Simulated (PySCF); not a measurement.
B(H)(OMe)(SMe) (C2H7BOS), SMILES COBSC.

Coordinates come from a B3LYP-D3(BJ)/def2-SVP optimisation. The structure was generated by enumeration, and PubChem lists no compound with its InChIKey, so it may never have been made. Other conformers were not sampled.

Method: M06-2X/def2-TZVP run with PySCF.

Isolated molecule, no solvent.

Computed frontier levels, gap, dipole moment and polarisability:
The highest occupied level is -8.15 eV. The lowest empty level is 0.91 eV and the orbital gap is 9.07 eV. The dipole moment comes out as 2.17 D and the quadrupole, principal values (traceless, Buckingham form, about the centre of nuclear charge) is -4.59, -2.72, 7.31 D·Å. The mean static polarisability comes out as 63.0 bohr³ (9.33 Å³) and the polarisability, principal values is 47.7, 62.8, 78.5 bohr³.
